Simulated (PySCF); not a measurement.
## Spinor energies of Ga⁺ (gallium, charge +1)

Start: [Ar] 3d9 4s2 5s1; 3d3/2 filled at m_j = -3/2, -1/2, +1/2, +3/2; 3d5/2 filled at m_j = -3/2, -1/2, +1/2, +3/2, +5/2; 5s1/2 filled at m_j = +1/2. Calculated with PySCF 2.14 in x2c-TZVPall-2c with one added diffuse shell each of s, p, d type (7s8p5d1f, 63 functions): generalised Hartree-Fock with the X2C-1e Hamiltonian and a Gaussian nucleus; one run each with spin-orbit coupling (SO) switched off, then screened by Boettger's factors. This is a chosen level, not necessarily the ground level.

```tsv
spinor shell	electrons	ε, spin-free (eV)	ε, screened SO (eV)	weight of nominal j (screened SO)	rms radius, screened SO (bohr)
1s1/2	2	-10467.5	-10467.3	1.000	0.0560
2s1/2	2	-1368.1	-1368.0	1.000	0.235
2p1/2	2	-1189.7	-1209.0	0.999	0.209
3s1/2	2	-203.51	-203.49	1.000	0.692
3p1/2	2	-146.86	-150.83	0.956	0.720
3p3/2	4	-146.86	-144.91	0.978	0.731
3d3/2	4	-55.961	-56.776	0.837	0.836
3d5/2	5	-55.961	-55.328	0.869	0.843
4s1/2	2	-26.231	-26.230	1.000	2.20
5s1/2	1	-7.708	-7.708	1.000	5.88
```

Problem. Where does 2p3/2 lie, and what is the 2p spin-orbit splitting (screened SO)?

Solution. At -1180.3 eV, 28.711 eV above 2p1/2.

```
   quantity    spin-free  screened SO
E (hartree)  -1940.94736  -1941.01719
        M_J            3            3
       ⟨J²⟩       12.004       12.004
       ⟨L²⟩        6.004        6.006
       ⟨S²⟩        2.001        2.002
```

Each row is a mean over spinors that exchange with the open shell spreads, by up to 8.551 eV (3p3/2).

Rows whose weight is well below 1 are mixtures of j = l ± 1/2: exchange outweighs spin-orbit coupling there, and the label is only the starting occupation.

Without spin-orbit coupling the j labels of p, d and f shells carry no meaning; the spin-free column gives the mean over the occupied spinors of each nl shell.
